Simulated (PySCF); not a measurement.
Working out the excitation energy of Se

Se [Ar] 3d10 4s2 4p4 (3P) → Se [Ar] 3d10 4s1 4p4 4d1 (high-spin determinant). Calculation: PySCF 2.14, in aug-cc-pVDZ-PP with ECP10MDF (5s4p3d, 32 functions); a scalar-relativistic core potential. Frozen: 3s2 3p6 3d10. Energies in hartree (1 hartree = 27.21139 eV):

```tsv
part	Se (lower)	Se (upper)
UHF	-371.846027	-371.140375
MP2 opposite-spin	-0.056724	-0.044523
MP2 same-spin	-0.018976	-0.015330
```

Question: What does Hartree-Fock give?

Answer: (-371.140375) − (-371.846027) = 0.705652 hartree = 19.202 eV.

Question: What do MP2 and SCS-MP2 (6/5 opposite-spin, 1/3 same-spin) give?

Answer: The opposite-spin parts differ by 0.332 eV and the same-spin parts by 0.099 eV. MP2: 19.202 + (0.332) + (0.099) = 19.633 eV. SCS-MP2: 19.202 + 1.2 × (0.332) + (0.099)/3 = 19.633 eV.

One determinant mixes LS terms, so it does not stand for a single term.

The upper state lies above the first ionisation limit, where it may autoionise and the basis confines it.

A double-zeta basis recovers only part of the correlation energy.
